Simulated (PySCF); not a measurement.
## Potential energy of InF along the bond

Set-up: basis In x2c-SVPall, F x2c-SVPall; spin-free X2C with a Gaussian nucleus; PySCF 2.14. Energies in eV from In + F in their ground configurations at the same level. State: ¹Σ⁺ (singlet), closed shell.

Curves on a restricted Hartree–Fock reference rise too fast on stretching and do not dissociate correctly.

```tsv
R (Å)	RHF-CCSD(T)	RHF-MP2	PBE0	RHF-CCSD
1.712		-4.140	-4.134	
1.792	-4.517	-4.850	-4.826	-4.446
1.871	-4.900	-5.227	-5.193	-4.826
1.931	-5.033	-5.355	-5.317	-4.956
1.991	-5.068	-5.385	-5.347	-4.988
2.051	-5.032	-5.343	-5.307	-4.949
2.130	-4.903	-5.207	-5.176	-4.818
2.230	-4.660	-4.953	-4.932	-4.570
2.349	-4.301	-4.580	-4.578	-4.207
2.509		-4.042	-4.072
```

Question: Put a parabola through the three lowest points of the RHF-CCSD(T) curve and estimate Re, k and ωe (reduced mass 16.3 u; 1 eV/Å² = 0.16022 mdyn/Å; ωe = 1302.8·√(k/μ) cm⁻¹).

Answer: Through R = 1.931, 1.991, 2.051 Å the second-order coefficient is 9.86 eV/Å², so Re ≈ 1.991 Å, k ≈ 3.16 mdyn/Å and ωe ≈ 574 cm⁻¹. A polynomial fit of higher order to the unrounded RHF-CCSD(T) energies gives Re = 1.988 Å, k = 3.27 mdyn/Å, ωe = 583 cm⁻¹; anharmonicity and rounding make the difference.

The higher-order fit for each curve: RHF-CCSD(T): Re = 1.988 Å, ωe = 583 cm⁻¹, De = 5.07 eV; RHF-MP2: Re = 1.983 Å, ωe = 591 cm⁻¹, De = 5.39 eV; PBE0: Re = 1.983 Å, ωe = 581 cm⁻¹, De = 5.35 eV; RHF-CCSD: Re = 1.986 Å, ωe = 586 cm⁻¹, De = 4.99 eV.

Correlated steps freeze 19 core orbitals. Correlated levels converge slowly with the basis: in double zeta they bind strong bonds too weakly, by up to about 1 eV, and carry superposition errors of some tenths. These are scalar-relativistic numbers at best; spin–orbit coupling would shift them, the dissociation energy most. Where the molecule has an RHF reference, its open-shell atoms are computed with UHF.
